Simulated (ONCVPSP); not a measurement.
chlorine: ONCV pseudisation with PBE, scalar-relativistic reference atom.

```
Element                 : Cl (Z = 17)
Generator               : ONCVPSP 4.0.1
Type                    : optimised norm-conserving Vanderbilt (ONCV)
Functional              : PBE
Relativity              : scalar-relativistic
Frozen core             : [Ne]
Valence charge          : 7
Reference configuration : 3s2 3p4.5 (charge +0.5)
Partial waves           : 3s: rc 1.35 bohr, ncon 4, nbas 8, qcut 3.9 1/bohr, 2 projectors, debl 1 Ha; 3p: rc 1.15 bohr, ncon 3, nbas 7, qcut 5.8 1/bohr, 1 projector
Local potential         : polynomial inside 1.10 bohr (lpopt 5, dvloc0 1 Ha)
Core correction         : Teter function, fcfact 3, rcfact 1.35
```

* Cutoffs needed: 80 Ha and 97 Ha (the cutoffs (Ha) at which the residual kinetic energy of the hardest occupied pseudo-wave falls to 1 and 0.1 mHa per electron)
* Ghost test: no bound ghost flagged; no localised positive-energy state flagged
* Largest excitation error: +152 meV (all-electron minus pseudo) for 3s2 3p1, out of 4 test configurations
* rms error of d²Exc/dni dnj: 1.55 mHa without and 0.56 mHa with the model core
